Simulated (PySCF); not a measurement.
# From a computed spectrum to the compound

A species of 5 atoms with charge 3 has these harmonic modes (BP86, small Gaussian bases with core potentials, PySCF 2.14.0):

```
cm⁻¹  km/mol  symmetry
 239    56.1        b2
 258    61.2        b1
 385    21.5        a1
1130    17.2        b2
1192     8.3        b1
1391   241.9        a1
1487   178.0        a1
2903   131.2        a1
3054    81.8        b2
```

(1) Which species is it, and in which structure?

Results:

(1) [La(H2CO)]3+ (singlet):
```xyz
5

La    0.0000    0.0000   -0.5091
O     0.0000    0.0000    1.7238
C     0.0000    0.0000    2.9995
H     0.9788    0.0000    3.5491
H    -0.9788    0.0000    3.5491
```
Ideal gas at 298.15 K and 1 bar: S = 282.5 J/(mol K), Cp = 57.0 J/(mol K), H − H(0 K) = 13.5 kJ/mol (rigid rotor, harmonic modes, spin degeneracy alone). 
 This is one of several that fit.
